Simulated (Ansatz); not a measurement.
`[SH][In]([Br])[Br]` + `SS` → `S[S][In]([Br])[Br]` + H₂S at 400 K and 1 bar (ligand exchange at the In–S bond).

Calculated with Ansatz (gas phase, PBE0-D4/def2-TZVP geometries, no zero-point term in ΔE). CCSD(T)/CBS is the MP2 limit (def2-TZVPP, def2-QZVPP) plus CCSD(T) − MP2 in def2-TZVPP, frozen cores. This one scheme is used for every species. def2 core potentials past Kr. For Br, In outer-core shells are correlated without core-valence functions, which leaves a few kJ/mol of doubt a bond. Scalar relativity is left out up to krypton. Each species was taken in one conformer, which may not be the lowest.

```tsv
species	CCSD(T)/CBS energy (Eh)	H − E (kJ/mol)	S (J/(mol·K))
`[SH][In]([Br])[Br]`	-5734.97677	58.9	415.8
`SS`	-796.74576	65.3	266.1
`S[S][In]([Br])[Br]`	-6132.74773	70.6	468.6
H₂S	-398.97279	53.4	215.9
```

H − E and S are ideal-gas, rigid-rotor, harmonic terms from PBE0-D4/def2-TZVP, for one conformer and one mirror image of each species. 1 Eh = 2625.50 kJ/mol, R = 8.31446 J/(mol·K).

Task: By hand: ΔE, ΔH, ΔS and ΔG.

Result: ΔE = (-6132.74773) + (-398.97279) − (-5734.97677) − (-796.74576) = 0.00201 Eh = 5.3 kJ/mol. Δ(H − E) = 70.6 + 53.4 − 58.9 − 65.3 = -0.2, so ΔH = 5.1 kJ/mol. ΔS = 468.6 + 215.9 − 415.8 − 266.1 = 2.6 J/(mol·K). ΔG = 5.1 − 400 × (2.6)/1000 = 4.1 kJ/mol.

Task: By hand: the equilibrium constant, and the temperature at which ΔG would vanish if ΔH and ΔS stayed fixed.

Result: log₁₀ K = −ΔG/(RT ln 10) = -0.5. ΔG = 0 at ΔH/ΔS = 1962 K, though so small a ΔH makes that figure unsure.

The number of gas molecules stays the same, so ΔS is small and ΔH decides. The sign of ΔG lies within the doubt. A doubt of 5 kJ/mol in ΔE shifts log₁₀ K by 0.7 here. Other conformers and mirror images would add mixing entropy, several J/(mol·K) or more a flexible species. Modes under 60 cm⁻¹, often nearly free rotors, make the harmonic entropy too high. These are equilibria of isolated gas molecules and say nothing of rates. Largest T1 diagnostic: 0.012 (customary marks: 0.02 for closed shells, 0.045 for open ones).
